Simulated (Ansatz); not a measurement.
Mulliken charges of `SB(S)S` from r2SCAN/def2-TZVPP in Ansatz (PBE0-D4/def2-TZVP geometry).

| atom | x (Å) | y (Å) | z (Å) | charge (e) |
| --- | --- | --- | --- | --- |
| S1 | -1.519 | 1.374 | 0.406 | -0.143 |
| B2 | -0.182 | 0.177 | 0.193 | 0.135 |
| S3 | 0.603 | -0.370 | 1.721 | -0.130 |
| S4 | 0.243 | -0.355 | -1.475 | -0.136 |
| H5 | -1.819 | 1.515 | -0.896 | 0.098 |
| H6 | 1.497 | -1.207 | 1.173 | 0.089 |
| H7 | 1.238 | -1.202 | -1.168 | 0.087 |

**Question.** By hand: the dipole of these point charges (1 e Å = 4.8032 D).

**Answer.** Σ q r = (0.144, -0.140, -0.140) e Å, of length 0.245 e Å = 1.18 D.

**Question.** How does the dipole of the full density compare? (Estimate.)

**Answer.** The calculation gave: (0.201, -0.195, -0.189) e Å, 1.62 D; the point charges give 0.73 times that, at 1° from its direction.

Point charges leave out the atoms' own dipoles, such as those of lone pairs, and Mulliken's split depends on the basis, so the two needn't agree.
